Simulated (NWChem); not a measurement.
System: Si$_{2}$H$_{3}$Cl$_{3}$; SMILES Cl[SiH2][SiH](Cl)Cl

Input file for NWChem:

```
start job
memory heap 200 mb stack 900 mb global 1100 mb
geometry units angstroms
  Si     1.516969     0.243602    -0.371300
  Cl     2.602184    -0.435510     1.182896
  Si    -0.735844     0.286175     0.199695
  Cl    -1.715784     1.512883    -1.082025
  Cl    -1.583720    -1.546221     0.054049
  H      1.816965    -0.620447    -1.515853
  H      2.013994     1.582628    -0.691725
  H     -1.069112     0.767071     1.540101
end
basis spherical
  * library def2-svp
end
dft
  xc pbe0
  iterations 150
end
driver
  maxiter 120
end
task dft optimize
task dft freq
```

The level has its own optimisation; frequencies are unscaled. Brackets give each atom's bonded neighbours.

Predict the main results of this run. (PBE0/def2-SVP.) Quantities: r Cl–Si [Cl(Si)–Si(ClHHSi)] (Å); r Si–Si (Å); r H–Si [H(Si)–Si(ClHHSi)] (Å); r H–Si [H(Si)–Si(ClClHSi)] (Å); highest harmonic frequency (cm⁻¹); lowest (cm⁻¹); zero-point energy (kcal/mol); dipole (D).


```json
{
 "r Cl–Si [Cl(Si)–Si(ClHHSi)] (Å)": "2.074",
 "r Si–Si (Å)": "2.339",
 "r H–Si [H(Si)–Si(ClHHSi)] (Å)": "1.490",
 "r H–Si [H(Si)–Si(ClClHSi)] (Å)": "1.486",
 "highest harmonic frequency (cm⁻¹)": "2269",
 "lowest (cm⁻¹)": "40",
 "zero-point energy (kcal/mol)": "19.9",
 "dipole (D)": "1.11"
}
```
